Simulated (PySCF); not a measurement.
C₆ coefficients of unlike pairs at UHF

Calculated with PySCF 2.14 from the dipole response of each species, C₆(A,B) = (3/π) ∫ α_A(iu) α_B(iu) du, in atomic units, from isotropic polarisabilities. For ions this is the dispersion term alone; charge-induced terms of lower order in 1/R come first.

| species | configuration | basis | relativity | α (bohr³) | C₆ (like pair) |
| --- | --- | --- | --- | --- | --- |
| Re⁺ | [Xe] 4f14 5d5 6s1 (7S) | aug-cc-pwCVTZ-PP with ECP60MDF (8s8p7d4f3g) | core potential | 37.72 | 322.3 |
| Cr³⁺ | [Ar] 3d3 (4F) | aug-cc-pVDZ (7s6p4d2f) | none | 1.769 | 4.226 |
| Pd³⁺ | [Kr] 4d7 (4F) | x2c-TZVPPall with one added diffuse shell each of s, p, d, f type (9s7p7d3f1g) | spin-free X2C | 4.008 | 18.04 |

Question: Estimate C₆ for Cr³⁺ with Re⁺.

Answer: The integral gives 29.15. The combination rule 2 C_A C_B / (C_A α_B/α_A + C_B α_A/α_B) gives 25.89 and the geometric mean 36.91.

No spin-orbit coupling is included.

The other pairs:

```
      pair     C₆
Pd³⁺, Cr³⁺  8.704
 Pd³⁺, Re⁺  63.03
```
